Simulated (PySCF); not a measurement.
## SeO⁺: from constants to spectrum

B97-3 constants of SeO⁺, ²Π (doublet), unpaired electrons π ↑ (Se pcseg-1, O pcseg-1; no relativity (PySCF 2.14); masses 79.9165 and 15.9949 u):

```
ωe              : 1064.0 cm⁻¹
ωexe            : 3.85 cm⁻¹
Be              : 0.49525 cm⁻¹
αe              : 0.00281 cm⁻¹
D (centrifugal) : 4.29e-07 cm⁻¹
De to Se⁺ + O   : 3.56 eV
```

(1) Give the vibrational terms G(v) and spacings up to v = 6.

Spin–orbit coupling is left out. For an ion De counts to the pair picked by the measured ionisation energies or electron affinities, which need not be the lowest pair at this level. The state was picked by a PBE0 search and need not be the measured ground state.

Results:

(1) G(v) = ωe(v+½) − ωexe(v+½)².

```tsv
v	G(v) (cm⁻¹)	G(v) − G(v−1)	Bv (cm⁻¹)
0	531		0.4938
1	1587	1056	0.4910
2	2636	1049	0.4882
3	3677	1041	0.4854
4	4710	1033	0.4826
5	5736	1026	0.4798
6	6753	1018	0.4770
```
